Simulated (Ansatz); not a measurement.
Geometry optimisation, RKS CAM-B3LYP/STO-3G (Ansatz 0.2.0).

The input (input.yaml):

```yaml
crystal:
  periodic: [false, false, false]
  atoms:
    - { symbol: Si, position_ang: [0.0, 0.0, 0.0] }
    - { symbol: Si, position_ang: [0.0, 0.0, 2.22] }
    - { symbol: H, position_ang: [-1.3148, -0.4067, 2.7074] }
    - { symbol: H, position_ang: [1.0096, -0.9353, 2.7074] }
    - { symbol: H, position_ang: [0.3052, 1.342, 2.7074] }
    - { symbol: F, position_ang: [1.4994, 0.0, -0.5295] }
    - { symbol: O, position_ang: [-0.7913, 1.3709, -0.5594] }
    - { symbol: H, position_ang: [-1.7491, 1.1401, -0.7818] }
    - { symbol: O, position_ang: [-0.7913, -1.3709, -0.5594] }
    - { symbol: H, position_ang: [-1.2459, -1.8365, 0.2129] }
basis:
  gaussian: { orbitals: STO-3G }
hamiltonian:
  xc: cam_b3lyp
relax:
  f_tol: 0.02
  max_steps: 40
```

Command:

```bash
$ ansatz run input.yaml --threads 1 --pin off --max-ram 2048MiB --backend cpu --events-out ev --progress --plain --runs-dir out
```

**Question.** Where does it end, and by what steps?

**Answer.** It converged. Limits of this set-up: minimal basis. After 25 steps the energy has fallen by 0.298 eV; H10 moved furthest, 1.01 Å.

```
step  energy less start (eV)  largest force component (eV/Å)  accepted
   0                  0.0000                           1.464       yes
   1                 -0.1662                           0.816       yes
   2                 -0.2058                           0.411       yes
   3                 -0.2207                           0.306       yes
   4                 -0.2271                           0.394       yes
   5                 -0.2283                           0.581       yes
   6                 -0.2284                           0.590       yes
   7                 -0.2151                           1.388        no
   8                 -0.2478                           0.440       yes
   9                 -0.2663                           0.155       yes
  10                 -0.2793                           0.210       yes
  11                 -0.2809                           0.166       yes
  12                 -0.2906                           0.162       yes
  13                 -0.2910                           0.148       yes
  14                 -0.2926                           0.159       yes
  15                 -0.2936                           0.056       yes
  16                 -0.2948                           0.124       yes
  17                 -0.2951                           0.119       yes
  18                 -0.2962                           0.093       yes
  19                 -0.2966                           0.107       yes
  20                 -0.2969                           0.095       yes
  21                 -0.2972                           0.063       yes
  22                 -0.2975                           0.038       yes
  23                 -0.2975                           0.066       yes
  24                 -0.2977                           0.035       yes
  25                 -0.2978                           0.020       yes
```

```xyz
10
Properties=species:S:1:pos:R:3
Si -0.249 -0.017 0.147
Si -0.005 0.069 2.398
H -1.287 0.056 3.051
H 0.745 -1.065 2.870
H 0.696 1.261 2.796
F 1.197 -0.032 -0.616
O -1.129 1.349 -0.332
H -1.415 1.156 -1.288
O -1.121 -1.333 -0.493
H -0.509 -2.140 -0.408
```

Whether the end is a true minimum wasn't checked by a vibrational analysis.

Time of the run: 63 s on 1 thread of Arm Neoverse V2 (shared host), peak memory 0.13 GiB.
